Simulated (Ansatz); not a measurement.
System: C₂F₅, charge 0, multiplicity 2. It need not be the lowest isomer of its formula. 
Structure (B3LYP-D3(BJ)/def2-TZVP (Ansatz, an electronic-structure program) minimum search):
```
C
F 1 1.3353
F 1 1.3353 2 109.29
F 1 1.3472 2 108.06 3 117.37
C 1 1.5180 2 109.84 4 122.07
F 5 1.3204 1 114.39 2 174.49
F 5 1.3204 6 112.11 1 -132.36
```
Charge 0, spin multiplicity 2.

Parts of the frozen-core correlation energy in 6-31G* (Ansatz, hartree). Frozen orbitals: 7; correlated occupied orbitals by spin: 22 and 21; virtual: 76 and 77. UHF or UKS for open shells. No spin-orbit coupling. No relativistic terms.

```tsv
term	value
reference (HF)	-572.87706
MP2 opposite-spin	___
MP2 same-spin	___
CCSD correlation	-1.09253
(T)	___
T1 diagnostic	0.015
largest doubles amplitude	0.021
<S^2> of the reference	0.756
```

Complete the blanks.


- MP2 opposite-spin, value: -0.77232
- MP2 same-spin, value: -0.30553
- (T), value: -0.02641
